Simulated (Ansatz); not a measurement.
A CCSD(T) single point on BH8PSiSn, SMILES `B[P]([SiH3])[SnH3]`.

```yaml
crystal:
  periodic: [false, false, false]
  atoms:
    - {symbol: B, position_ang: [-1.793287, 0.885526, 0.127443]}
    - {symbol: P, position_ang: [-0.610773, -0.302947, -0.655823]}
    - {symbol: Si, position_ang: [-0.111688, -1.773619, 0.949201]}
    - {symbol: Sn, position_ang: [1.428665, 1.025734, -1.149482]}
    - {symbol: H, position_ang: [-1.851079, 2.011314, -0.269140]}
    - {symbol: H, position_ang: [-2.571751, 0.490817, 0.943803]}
    - {symbol: H, position_ang: [0.693788, -2.877987, 0.366267]}
    - {symbol: H, position_ang: [0.669117, -1.164555, 2.058012]}
    - {symbol: H, position_ang: [-1.395077, -2.306319, 1.472110]}
    - {symbol: H, position_ang: [2.284812, 1.362311, 0.288205]}
    - {symbol: H, position_ang: [2.427525, 0.129687, -2.202364]}
    - {symbol: H, position_ang: [0.906747, 2.464938, -1.894233]}
basis:
  gaussian: {orbitals: def2-SVP}
correlation: {method: ccsd_t}
```

```sh
$ ansatz run in.yaml --threads 4 --pin off --events-out ev --progress --plain --max-ram 10444MiB
```

Output of Ansatz, abridged:

```
Functional definition: HF
1221 factors; integrals over basis functions are off by at most 1.2e-3 eV
mean field evaluation 1: about -23729.7073 eV, gradient 1.8e1 eV
mean field evaluation 2: about -23729.7615 eV, gradient 1.8e1 eV
mean field evaluation 4: about -23731.4778 eV, gradient 2.2e0 eV
mean field evaluation 8: about -23731.5040 eV, gradient 1.6e-1 eV
mean field evaluation 16: about -23731.4367 eV, gradient 4.1e-1 eV
mean field -23731.50437043 eV, -872.1166998220 hartree, gradient 8.2e-6 eV, S^2 0.000000; 0 other end points of the search recorded, 0 dependent functions left out
15 core orbitals not correlated: weight in the atoms' cores, before any rotation towards them, 1.000 or more for the frozen orbitals, at most 0.000 for the correlated occupied ones
reference -23731.50437043 eV, -872.1166998220 hartree; 17, 17 occupied and 84, 84 virtual orbitals, 1221 factors
second order -11.61612055 eV of doubles, -0.00000000 eV of singles
cycle   1  -12.98589071 eV  change    -1.4e0 eV  update   1.0e-1
cycle   2  -13.53255542 eV  change   -5.5e-1 eV  update   3.3e-2
cycle   3  -13.59942678 eV  change   -6.7e-2 eV  update   1.5e-2
cycle   4  -13.59367050 eV  change    5.8e-3 eV  update   6.0e-3
cycle   5  -13.59186929 eV  change    1.8e-3 eV  update   2.7e-3
cycle   6  -13.59187693 eV  change   -7.6e-6 eV  update   1.0e-3
cycle   7  -13.59202733 eV  change   -1.5e-4 eV  update   3.2e-4
cycle   8  -13.59212498 eV  change   -9.8e-5 eV  update   1.1e-4
cycle   9  -13.59213171 eV  change   -6.7e-6 eV  update   4.0e-5
perturbative correction -0.43684559 eV, -0.0160537793 hartree
Total energy: -23745.53334773 eV, -872.6322552286 hartree
```

Hardware: 4 threads of an Intel Xeon 6975P-C on a shared host. Wall time 6 s, peak host memory 0.62 GiB.

Correlation energy per correlated electron: -0.413 eV. T1 diagnostic: 0.0133.
